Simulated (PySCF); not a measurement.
# Broadened absorption spectrum of Ge(vinyl)(NHMe)3

Species: Ge(vinyl)(NHMe)3, C₅H₁₅GeN₃.
SMILES: `C=[CH][Ge]([NH]C)([NH]C)[NH]C`

The calculation used TDDFT PBE0/def2-SVPD, vertical, gas phase, core orbitals frozen in the response (PySCF). One conformer (not necessarily the lowest) at the PBE0-D3(BJ)/def2-SVP geometry, without solvent, vibrations or thermal averaging. The PBE0/def2-SVPD calculation is non-relativistic and has no spin–orbit coupling, an omission that weighs most on germanium.

Computed states:

```json
{"state": "S1", "E (eV)": "4.78", "f": "0.017"}
{"state": "S2", "E (eV)": "4.94", "f": "0.017"}
{"state": "S3", "E (eV)": "5.54", "f": "0.0046"}
{"state": "S4", "E (eV)": "5.58", "f": "0.035"}
{"state": "S5", "E (eV)": "5.76", "f": "0.0027"}
{"state": "S6", "E (eV)": "6.18", "f": "0.0071"}
{"state": "S7", "E (eV)": "6.43", "f": "0.0082"}
{"state": "S8", "E (eV)": "6.52", "f": "0.0089"}
{"state": "S9", "E (eV)": "6.57", "f": "0.0038"}
{"state": "S10", "E (eV)": "6.60", "f": "0.0074"}
{"state": "S11", "E (eV)": "6.65", "f": "0.0043"}
{"state": "S12", "E (eV)": "6.72", "f": "0.063"}
{"state": "S13", "E (eV)": "6.81", "f": "0.030"}
{"state": "S14", "E (eV)": "6.89", "f": "0.013"}
{"state": "S15", "E (eV)": "6.94", "f": "0.0026"}
```

Each state is given a Gaussian of 0.3 eV full width at half maximum, with ε(max) = 2.175×10⁸ f / Δν̃ (Δν̃ the width in cm⁻¹). The width is an assumption, not a result. The curve ends short of the highest state used, and states not computed would add to its high-energy end.

**Question.** Give the broadened spectrum and its maxima.

**Answer.** 
E (eV), ε (L mol⁻¹ cm⁻¹) and a bar:
```
     4.33          3 
     4.39         14 
     4.45         53 
     4.50        138 #
     4.56        360 ###
     4.62        764 ######
     4.68       1334 ###########
     4.73       1849 ###############
     4.79       2356 ####################
     4.85       2587 #####################
     4.91       2468 ####################
     4.96       2126 ##################
     5.02       1540 #############
     5.08        939 ########
     5.14        483 ####
     5.19        267 ##
     5.25        219 ##
     5.31        435 ####
     5.37        984 ########
     5.42       1702 ##############
     5.48       2703 ######################
     5.54       3461 #############################
     5.59       3616 ##############################
     5.65       3153 ##########################
     5.71       2260 ###################
     5.77       1359 ###########
     5.82        800 #######
     5.88        407 ###
     5.94        264 ##
     6.00        300 ##
     6.05        418 ###
     6.11        597 #####
     6.17        751 ######
     6.23        878 #######
     6.28       1028 #########
     6.34       1375 ###########
```

Maxima: 255 nm (4.86 eV), ε about 2600, made up of S1 (50%) and S2 (50%); 222 nm (5.58 eV), ε about 3600, made up of S3 (11%) and S4 (87%) (ε in L mol⁻¹ cm⁻¹; maxima over ε = 5, shares over 10%). At its high-energy end, 6.34 eV, the curve is still rising (ε about 1400, from S6, S7 and S8).

**Question.** What would ε be at 5.58 eV, the highest of these maxima, with half the width (0.15 eV)?

**Answer.** About 6990 L mol⁻¹ cm⁻¹ against 3630, a factor of about 1.9; a lone state at its own centre would give exactly 2.

**Question.** Coming from long wavelengths, where does ε first pass 100 L mol⁻¹ cm⁻¹?

**Answer.** At about 277 nm (4.48 eV), 0.30 eV below S1.

**Question.** On this curve, what absorbance would a 10⁻³ mol/L sample give at 266 nm over a 1 cm path?

**Answer.** 266 nm is 4.661 eV, where ε is about 1100 L mol⁻¹ cm⁻¹, so A = ε c l ≈ 1.1 (Beer–Lambert, with the gas-phase spectrum and the assumed width).
